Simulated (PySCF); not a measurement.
Which level of theory gave which numbers?

Species: C2H9NSi.
InChI=1S/C2H9NSi/c1-3-4-2/h3H,4H2,1-2H3

The closed-shell ground state was solved 7 times with PySCF (density fitting, gas phase), always with PBE0, in these basis sets: 6-311+G(2d,p), 6-31G, IGLO-III, STO-3G, aug-cc-pVDZ, cc-pVDZ and def2-TZVP. Isolated species at its PBE0-D3(BJ)/def2-SVP geometry (one conformer only).

```json
{"row": "P", "total energy (Eh)": "-425.6718", "HOMO (eV)": "-6.62", "LUMO (eV)": "0.58", "dipole (D)": "0.83"}
{"row": "Q", "total energy (Eh)": "-425.5988", "HOMO (eV)": "-6.38", "LUMO (eV)": "1.49", "dipole (D)": "0.87"}
{"row": "R", "total energy (Eh)": "-425.6662", "HOMO (eV)": "-6.62", "LUMO (eV)": "0.89", "dipole (D)": "0.85"}
{"row": "S", "total energy (Eh)": "-425.5041", "HOMO (eV)": "-6.16", "LUMO (eV)": "1.58", "dipole (D)": "0.71"}
{"row": "T", "total energy (Eh)": "-425.6539", "HOMO (eV)": "-6.63", "LUMO (eV)": "0.15", "dipole (D)": "0.81"}
{"row": "U", "total energy (Eh)": "-425.6119", "HOMO (eV)": "-6.58", "LUMO (eV)": "-0.11", "dipole (D)": "0.78"}
{"row": "V", "total energy (Eh)": "-420.5932", "HOMO (eV)": "-3.22", "LUMO (eV)": "8.10", "dipole (D)": "0.41"}
```

Problem. Which basis belongs to which row?

Solution. P = IGLO-III, Q = cc-pVDZ, R = def2-TZVP, S = 6-31G, T = 6-311+G(2d,p), U = aug-cc-pVDZ, V = STO-3G. From the lowest total energy up: IGLO-III (239 functions) 0 eV; def2-TZVP (184 functions) +0.15 eV; 6-311+G(2d,p) (170 functions) +0.49 eV; aug-cc-pVDZ (177 functions) +1.63 eV; cc-pVDZ (105 functions) +1.99 eV; 6-31G (58 functions) +4.57 eV; STO-3G (33 functions) +138.20 eV.

Shape of the structure used: `[CH3:1][NH:2][SiH2:3][CH3:4]`: C1–N2–Si3–C4 -62°.
